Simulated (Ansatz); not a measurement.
[CuCl4]- (CuCl₄⁻), relaxed as a singlet with RKS r2SCAN-D4/def2-SVPD in Ansatz, starting from the GFN2-xTB geometry. Force threshold 0.02 eV/Å.

Start:

```csv
atom,x (Å),y (Å),z (Å)
Cu1,0.000,-0.004,-0.002
Cl2,0.896,-1.478,-1.241
Cl3,1.791,1.137,-0.058
Cl4,-0.884,1.472,1.244
Cl5,-1.802,-1.127,0.057
```

(1) Estimate the energy that the relaxation releases and the steps that it takes.

(2) Does the start keep its bonding and symmetry?

(3) Predict the relaxed structure.

Results:

(1) 19.1 kJ/mol, in 3 steps; 4.8 s on 4 threads of Intel Xeon Platinum 8488C on a shared host. No frequencies were taken in this run, so the end may be a saddle point.

(2) By distances, no bond broke or formed. The bond that changes most is Cu1–Cl5, from 2.12 to 2.21 Å (atoms count from 1). Point group D4h at the start, D4h at the end, both within 0.05 Å.

(3) 
```
atom   x (Å)   y (Å)   z (Å)
 Cu1   0.000   0.000   0.000
 Cl2   0.928  -1.538  -1.291
 Cl3   1.869   1.181  -0.063
 Cl4  -0.925   1.535   1.297
 Cl5  -1.872  -1.177   0.057
```
Bond lengths: 4 × Cl–Cu 2.21 Å.
